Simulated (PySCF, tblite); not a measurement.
Compound: C6H7FN2.
Cartesian coordinates in Å at the GFN2-xTB level; atoms count from 1:
```
atom  x, y, z in Å
N1    -2.551    0.104   -0.384
C2    -1.650   -0.524    0.571
C3    -0.192   -0.293    0.254
C4     0.449    0.887    0.628
C5     1.765    1.100    0.264
C6     2.378    0.097   -0.475
F7     3.654    0.253   -0.852
N8     1.801   -1.019   -0.849
C9     0.542   -1.208   -0.492
H10   -2.393    1.106   -0.415
H11   -2.389   -0.263   -1.316
H12   -1.866   -1.595    0.574
H13   -1.885   -0.118    1.559
H14   -0.081    1.631    1.207
H15    2.304    1.993    0.534
H16    0.106   -2.143   -0.819
```

Level of theory: PBE0/pcSseg-1 in PySCF (dipole) on a GFN2-xTB geometry, gas phase.

Take the most abundant isotopes and a rigid rotor. The values belong to one conformer with, in the numbering `[NH2:1][CH2:2][c:3]1[cH:4][cH:5][c:6]([F:7])[n:8][cH:9]1`, H–N1–C2–C3 -59° and 60°, N1–C2–C3–C4 82°.

What are A, B and C (MHz)?

Ia = 109.15, Ib = 524.58, Ic = 591.30 u·Å²; 505379 MHz·u·Å²/I gives A = 4630, B = 963.4, C = 854.7 MHz.

Classify the top.

A near-prolate asymmetric top. Ray's parameter κ = (2B − A − C)/(A − C) = -0.942; −1 is the prolate and +1 the oblate limit.

What does the inertial defect say?

Not planar: Δ = Ic − Ia − Ib = -42.43 u·Å². For a rigid frame Δ = −2 Σ m c², so Σ m c² = 21.22 u·Å² lies off the ab plane: 5.89 from hydrogen and 15.33 from heavier atoms. The atom farthest from that plane is 1.40 Å away.

Which types of transition are allowed, and where do some lines up to J = 4 fall?

The dipole components are |μa| = 1.73 D, |μb| = 1.97 D, |μc| = 0.00 D. The squared components, which scale the intensities, stand as 0.78 : 1.00 : 0.00 (a : b : c). Some lines, for components of 0.1 D or more:

```tsv
type	branch	J(Ka,Kc)	MHz	lower level (cm⁻¹)
a	Q	3(1,2) ← 3(1,3)	652	0.477
b	Q	1(1,0) ← 1(0,1)	3775	0.061
b	R	4(0,4) ← 3(1,3)	3843	0.477
b	Q	3(1,2) ← 3(0,3)	4058	0.363
a	R	4(0,4) ← 3(0,3)	7249	0.363
a	R	4(2,3) ← 3(2,2)	7270	0.860
b	R	4(1,4) ← 3(0,3)	10456	0.363
b	Q	4(2,2) ← 4(1,3)	10660	0.748
b	R	3(2,2) ← 2(1,1)	16455	0.311
b	R	3(2,1) ← 2(1,2)	16793	0.301
b	Q	4(3,1) ← 4(2,2)	18578	1.104
b	Q	3(3,0) ← 3(2,1)	18595	0.861
b	R	3(3,1) ← 2(2,0)	24059	0.679
b	R	4(3,2) ← 3(2,1)	25872	0.861
b	Q	4(4,0) ← 4(3,1)	26043	1.724
b	Q	4(4,1) ← 4(3,2)	26043	1.724
```

Its GFN2-xTB frequencies are all real (lowest 37 cm⁻¹). No vibrational averaging or centrifugal distortion is included, and the geometry carries the error of its method. A rigid rotor knows nothing of inversion at nitrogen, which can split or shift real lines. Quadrupole hyperfine structure (14N) is left out.

The run took 31 s wall on one thread of an Arm Neoverse V1, on a shared host. This is the PBE0/pcSseg-1 job that gave the dipole, with the shieldings it also computed.
